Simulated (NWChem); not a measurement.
**Total energies of hydrogen iodide (HI)**

SMILES: I
```xyz
2

I      0.0000     0.0000     0.0302
H      0.0000     0.0000    -1.6026
```
Charge 0, spin multiplicity 1.

The numbers come from NWChem runs, not from measurements. All single points use one geometry, from PBE/def2-SVP with def2 effective core potentials on I, a minimum by its harmonic frequencies.

Basis set: def2-TZVP (56 functions).

```tsv
method	total energy (Ha)
RHF	-297.24158
MP2	-297.74434
B2PLYP	-298.13602
PBE	-298.29089
B3LYP	-298.40512
LDA (SVWN5)	-297.88261
CCSD(T)	-297.73221
```

Total energies of different functionals aren't comparable as a measure of quality: only differences taken within one method are. 

Effective core potentials replace the inner electrons of I; spin-orbit coupling is left out. The correlated methods keep 4 core orbitals frozen. B3LYP has NWChem's definition, with VWN1-RPA local correlation. Coupled-cluster values serve here as a point of comparison, not as the truth.
